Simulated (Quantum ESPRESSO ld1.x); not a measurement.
Task: The mean radii <r> (bohr) of the occupied orbitals of an atom or ion are listed with their occupations. All-electron calculation, scalar-relativistic Kohn-Sham, exchange-only LDA, spin-polarised, spherical densities, point nucleus. Program: ld1.x of Quantum ESPRESSO 7.5.

| orbital | occ. | <r> |
|---|---|---|
| 1s | 2 | 0.02974 |
| 2s | 2 | 0.1286 |
| 2p | 6 | 0.1122 |
| 3s | 2 | 0.3493 |
| 3p | 6 | 0.3476 |
| 3d | 10 | 0.3247 |
| 4s | 2 | 0.8476 |
| 4p | 6 | 0.9208 |
| 4d | 10 | 1.156 |

Name the element and its charge. Open shells, if any, are filled with parallel spins first.

Result: Z = 49, indium, charge +3: In3+ in [Kr] 4d10. The 1s radius gives Z: for a bare nucleus <r> = (2 gamma + 1)/(2Z) with gamma = sqrt(1 - (Z/c)^2), 0.02926 bohr for Z = 49, and screening makes it slightly larger (0.02974 here). The occupations add up to 46, and the charge is Z minus that.
